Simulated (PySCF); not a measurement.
Predicted microwave data (PBE0-D3(BJ)/def2-SVP geometry optimisation, gas phase (PySCF 2.14.0)) for one isomer of C5H9ClO:

- Rotational constants: A = 3475, B = 1778, C = 1545 MHz
- Dipole components: |μa| = 0.09 D, |μb| = 0.00 D, |μc| = 1.42 D
- Inertial defect: -102.52 u·Å²
- κ: -0.76

Question: Which structure is it? (One computed conformer of each.)
A. pivaloyl chloride, `CC(C)(C)C(=O)Cl`
B. `[Cl:1][CH:2]1[CH2:3][CH2:4][O:5][CH2:6][CH2:7]1` with Cl1–C2–C3–C4 72°, C2–C3–C4–O5 55°, C3–C4–O5–C6 -61°, C4–O5–C6–C7 61°
C. `[Cl:1][CH2:2][CH2:3][O:4][CH:5]1[CH2:6][CH2:7]1` with Cl1–C2–C3–O4 177°, C2–C3–O4–C5 77°, C3–O4–C5–C6 -166°
D. `[CH3:1][CH2:2][CH2:3][CH2:4][C:5](=[O:6])[Cl:7]` with C1–C2–C3–C4 179°, C2–C3–C4–C5 180°, C3–C4–C5–O6 -1°
E. `[Cl:1][CH2:2][C@@H:3]1[CH2:4][CH2:5][CH2:6][O:7]1` with Cl1–C2–C3–C4 -65°, C2–C3–C4–C5 -146°, C3–C4–C5–C6 37°, C4–C5–C6–O7 -35°, C5–C6–O7–C3 19°

Answer: B. It is ClC1CCOCC1, an asymmetric top, point group Cs. The candidates at the same level (rigid rotor, commonest isotopes):

| SMILES | A (MHz) | B (MHz) | C (MHz) | μa (D) | μb (D) | μc (D) | Δ (u·Å²) | point group | rotor |
| --- | --- | --- | --- | --- | --- | --- | --- | --- | --- |
| ClCCOC1CC1 | 6742 | 872.6 | 810.4 | 1.46 | 0.71 | 0.42 | -30.50 | C1 | near-prolate asymmetric top |
| ClC[C@@H]1CCCO1 | 5627 | 1179 | 1031 | 1.78 | 0.74 | 0.49 | -28.23 | C1 | near-prolate asymmetric top |
| CCCCC(=O)Cl | 6552 | 776.2 | 706.1 | 2.36 | 1.68 | 0.00 | -12.51 | Cs | near-prolate asymmetric top |
| ClC1CCOCC1 | 3475 | 1778 | 1545 | 0.09 | 0.00 | 1.42 | -102.52 | Cs | asymmetric top |
| CC(C)(C)C(=O)Cl | 2987 | 1723 | 1439 | 2.21 | 1.69 | 0.01 | -111.23 | near Cs | asymmetric top |

`ClC[C@@H]1CCCO1` has A 62 % too high; `CC(C)(C)C(=O)Cl` has A 14 % too low; `ClCCOC1CC1` has A 94 % too high; `CCCCC(=O)Cl` has A 89 % too high. In the right answer the mirror of this Cs structure is the ac plane, so μb vanishes by symmetry. No structure here is proved a minimum.
